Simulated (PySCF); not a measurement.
# Bi(NH2)5: from a saddle point downhill

PySCF 2.14.0, RKS BP86, Bi def2-SVP with ECP60, N def2-SVP, H def2-SVP; non-relativistic Hamiltonian with scalar-relativistic core potentials where named; density fitting; no spin-orbit coupling. Relaxed within the symmetry of its start, the geometry (C2v) is

```xyz
16

Bi    0.0062    0.0000    0.0000
N    -1.2667    0.0000    1.7848
H    -0.9274    0.8287    2.3061
H    -0.9274   -0.8287    2.3061
N    -1.2667    0.0000   -1.7848
H    -0.9274   -0.8287   -2.3061
H    -0.9274    0.8287   -2.3061
N     2.1455    0.0000    0.0000
H     2.6860   -0.8656    0.0000
H     2.6860    0.8656    0.0000
N     0.0765    2.1860    0.0000
H     0.9378    2.7345    0.0000
H    -0.7823    2.7406    0.0000
N     0.0765   -2.1860    0.0000
H    -0.7823   -2.7406    0.0000
H     0.9378   -2.7345    0.0000
```

and its lowest harmonic modes are -661, -649, -570, -208, 78, 127 cm⁻¹ (negative: unstable). It was moved along the lowest mode and relaxed again, within the group Cs that the move left.

**Question.** Where does it end, and how much lower?

**Answer.** In Cs, 0.801 eV lower, after 21 steps:
```xyz
16

Bi    0.0703    0.0000    0.0034
N    -1.1432    0.0000    1.8617
H    -0.8181    0.8221    2.4022
H    -0.8181   -0.8221    2.4022
N    -1.1909    0.0000   -1.7988
H    -0.8645   -0.8252   -2.3328
H    -0.8645    0.8252   -2.3328
N     2.2862    0.0000    0.1503
H     2.5746   -0.8224   -0.4098
H     2.5746    0.8224   -0.4098
N     0.1542    2.2509   -0.1700
H     0.6372    2.5875    0.6840
H    -0.8223    2.5776   -0.0454
N     0.1542   -2.2509   -0.1700
H    -0.8223   -2.5776   -0.0454
H     0.6372   -2.5875    0.6840
```

**Question.** How do the contacts change?

**Answer.** 
| contact | saddle (Å) | end (Å) |
| --- | --- | --- |
| Bi1–N2 (NH2) | 2.192 | 2.219 |
| Bi1–N5 (NH2) | 2.192 | 2.200 |
| Bi1–N8 (NH2) | 2.139 | 2.221 |
| Bi1–N11 (NH2) | 2.187 | 2.259 |
| Bi1–N14 (NH2) | 2.187 | 2.259 |


**Question.** Is the end a minimum?

**Answer.** Yes; lowest modes 82, 88, 104, 150, 150, 151 cm⁻¹.

State: singlet.
